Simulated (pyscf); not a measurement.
`[OH][Si]([Cl])[Cl]`, doublet

Gas-phase minimum from PySCF at ωB97X-D3(BJ)/def2-SVP, one conformer. Other isomers of HO–Si•(Cl)–Cl were not searched in full and may lie lower. 

```xyz
5

O      1.1624    -0.6644    -0.7804
Si     0.4059     0.1758     0.4269
Cl     1.2503    -0.3139     2.2543
Cl    -1.5585    -0.4242     0.3942
H      2.1272    -0.6650    -0.7798
```
Charge 0, spin multiplicity 2.

Bond lengths (Å): O1–Si2 1.654, O1–H5 0.965, Si2–Cl3 2.072, Si2–Cl4 2.054. Bond angles (°): Si2–O1–H5 117.2, O1–Si2–Cl3 109.7, O1–Si2–Cl4 106.1, Cl3–Si2–Cl4 109.6.

Properties at ωB97X-D3(BJ)/def2-SVP:

```json
{
 "harmonic_wavenumbers_unscaled": "147, 182, 267, 298, 520, 593, 781, 921, 3912 cm⁻¹",
 "zero_point_energy": "10.9 kcal/mol",
 "rotational_symmetry_number": "1",
 "Entropy of this conformer at 298 K and 1 atm, rigid rotor and harmonic oscillator, modes under 100 cm⁻¹ raised to 100": "327.1 J/(mol K)",
 "dipole_moment": "2.18 D",
 "Spin expectation value S2": "0.752"
}
```

Single-point totals, which compare only within one level (frozen core for MP2 and CC):

```
level                   total energy (hartree)
----------------------  ----------------------
ωB97X-D3(BJ)/def2-TZVP             -1285.93781
PBE/def2-TZVP                      -1285.29777
r²SCAN/def2-TZVP                   -1285.78089
B3LYP-D3(BJ)/def2-TZVP             -1285.95370
PBE0-D3(BJ)/def2-TZVP              -1285.40042
M06-2X/def2-TZVP                   -1285.82306
ωB97M-D3(BJ)/def2-TZVP             -1286.05457
UHF/def2-TZVPP                     -1283.57033
MP2/def2-TZVPP                     -1284.27955
CCSD/def2-TZVPP                    -1284.31584
CCSD(T)/def2-TZVPP                 -1284.34706
```

Soft torsions are taken as harmonic, which can shift the entropy by several J/(mol K). The CCSD(T) − MP2 part came from Ansatz, without density fitting, on the same reference.
